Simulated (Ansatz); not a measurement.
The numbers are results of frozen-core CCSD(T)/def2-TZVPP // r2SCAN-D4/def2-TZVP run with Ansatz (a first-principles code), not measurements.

Ansatz 0.2 input:
```yaml
crystal:
  periodic: [false, false, false]
  atoms:
    - { symbol: F, position_ang: [-0.952413, -0.448549, 1.241237] }
    - { symbol: Si, position_ang: [-0.138471, 0.014092, -0.021536] }
    - { symbol: F, position_ang: [-0.607025, -0.853336, -1.245934] }
    - { symbol: F, position_ang: [-0.510705, 1.5125, -0.317079] }
    - { symbol: I, position_ang: [2.208614, -0.224707, 0.343312] }
basis:
  gaussian: { orbitals: def2-TZVPP }
correlation:
  method: ccsd_t
```

Output:

```
Functional definition: HF
1349 factors; integrals over basis functions are off by at most 8.5e-4 eV
mean field evaluation 1: about -24060.4622 eV, gradient 4.2e1 eV
mean field evaluation 2: about -24060.6086 eV, gradient 4.3e1 eV
mean field evaluation 4: about -24063.4881 eV, gradient 2.2e0 eV
mean field evaluation 8: about -24063.5247 eV, gradient 2.4e-1 eV
mean field evaluation 16: about -24060.4635 eV, gradient 4.2e1 eV
mean field -24063.52486226 eV, -884.3182278451 hartree, gradient 2.7e-6 eV, S^2 0.000000; 0 other end points of the search recorded, 0 dependent functions left out
12 core orbitals not correlated
reference -24063.52486226 eV, -884.3182278451 hartree; 21, 21 occupied and 152, 152 virtual orbitals, 1349 factors
second order -36.72146118 eV of doubles, -0.00000000 eV of singles
cycle   1  -35.13041566 eV  change     1.6e0 eV  update   1.1e-1
cycle   2  -35.83895072 eV  change   -7.1e-1 eV  update   3.1e-2
cycle   3  -35.97067676 eV  change   -1.3e-1 eV  update   1.4e-2
cycle   4  -35.94099111 eV  change    3.0e-2 eV  update   3.0e-3
cycle   5  -35.93838468 eV  change    2.6e-3 eV  update   1.2e-3
cycle   6  -35.93963776 eV  change   -1.3e-3 eV  update   3.2e-4
cycle   7  -35.93945973 eV  change    1.8e-4 eV  update   1.0e-4
cycle   8  -35.93933555 eV  change    1.2e-4 eV  update   2.5e-5
cycle   9  -35.93933691 eV  change   -1.4e-6 eV  update   8.5e-6
perturbative correction -0.95484489 eV, -0.0350899026 hartree
Total energy: -24100.41904406 eV, -885.6740640185 hartree
```

Cost: around 100 core-seconds (rough).
